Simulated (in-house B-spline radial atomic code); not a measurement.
## BLYP excitations of Zr4+

Method: BLYP. Computed with a B-spline radial code for spherical atoms: linear response of the closed shell [Ar] 3d10 4s2 4p6 with the functional's adiabatic kernel; scalar-relativistic (spin-free one-electron X2C), finite nucleus, no spin-orbit coupling, no double excitations, S, P, D and F terms only; shells from n = 2 respond. Only terms of natural parity with L up to 3 were computed.

Command:
```bash
python run_td.py task.json out
```
Settings (radii: box in bohr, nucleus in fm):
```
Z                        40
electrons                36
configuration            [Ar] 3d10 4s2 4p6
hamiltonian              x2c
method                   b88,lyp
box_radius               19.1
rms_radius               4.2694
intervals                71
```

Cost of the run: 1.1 s on 1 thread of Intel(R) Xeon(R) Platinum 8488C (Sapphire Rapids), with other jobs on the host.

The lowest states, in the order of their Tamm-Dancoff energies; the method's threshold (minus the highest occupied level) is 72.57 eV. Labels give the largest channel, * marks a mixed state, and oscillator strengths are full-response dipole values. Semilocal kernels can invert the small singlet-triplet splittings of Rydberg terms. Energies in eV:

| state | full response | Tamm-Dancoff | oscillator strength |
| --- | --- | --- | --- |
| 4p → 4d 3P | ? | ? | - |
| 4p → 4d 3F | 30.51 | 30.61 | - |
| 4p → 4d 1F | 32.76 | 32.77 | - |
| 4p → 5s 3P | 38.39 | 38.40 | - |
| 4p → 5s 1P | 39.00 | 39.04 | 0.129 |
| 4p → 4d 1P | 40.01 | 41.28 | 5.72 |
| 4p → 5p 3S | 44.33 | 44.35 | - |
| 4p → 5p 3D | 44.63 | 44.64 | - |
| 4p → 5p 1D | ? | ? | - |
| 4p → 5p 1S | 47.22 | 47.40 | - |

Where does 4p → 4d 3P lie?

At 30.23 eV in full response, 30.30 eV in Tamm-Dancoff.

Where does 4p → 5p 1D lie?

At 45.05 eV in full response, 45.06 eV in Tamm-Dancoff.

How large is the singlet-triplet splitting of 4p → 4d (F terms) in Tamm-Dancoff?

2.17 eV, from the unrounded values.

What polarisabilities and dispersion coefficient does the method give?

Dipole 3.007 bohr³, quadrupole 6.026 bohr⁵, C6 10.86 hartree·bohr⁶ for two such species.
